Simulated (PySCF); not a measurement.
## TeBr₃⁺: breathing scan

Level of theory: PBE0/[Te def2-SVP with ECP28, Br def2-SVP], scalar-relativistic core potentials, density fitting, no spin–orbit coupling, PySCF.

Rigid scan from the singlet minimum (Te–Br 2.454 Å (×3); Br–Te–Br 100.9° (×3)). Coordinate: all bonds to the central atom scaled together. Energies in kJ/mol from the minimum.

| scale of all bonds to the centre | E (kJ/mol) | dipole size (D, about the centre of mass) |
| --- | --- | --- |
| 0.88 | 301.0 | 0.70 |
| 0.92 | 115.0 | 1.06 |
| 0.96 | 24.8 | 1.39 |
| 1.00 | 0.0 | 1.69 |
| 1.04 | 18.9 | 1.95 |
| 1.08 | 66.0 | 2.15 |
| 1.14 | 166.2 | 2.36 |
| 1.22 | 320.6 | 2.50 |
| 1.35 | 559.8 | 2.49 |

At long bonds a restricted determinant can lie too high, and another spin state can fall below this curve.

Other isomers or separated fragments may lie lower.
